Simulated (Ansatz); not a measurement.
Ansatz (a first-principles code) input:

Ansatz 0.2 input:
```yaml
crystal:
  periodic: [false, false, false]
  atoms:
    - {symbol: Sn, position_ang: [0.13048614, -0.08034171, 0.14751107]}
    - {symbol: O, position_ang: [0.91486065, 0.50158195, -1.49450894]}
    - {symbol: O, position_ang: [-1.73039902, 0.00055375, 0.57256472]}
basis:
  gaussian:
    orbitals: def2-TZVPP
total_charge: -1
magnetization: {spin_polarized: true, initial_magnetization: 1}
correlation: {method: ccsd_t, electrons: outside_noble_gas}
```

Predict the final energy.

-363.70636 Eh (CCSD(T)/def2-TZVPP). The basis has 112 functions.

The determinant is spin-contaminated: <S^2> is 0.89 against 0.75 for a pure state.
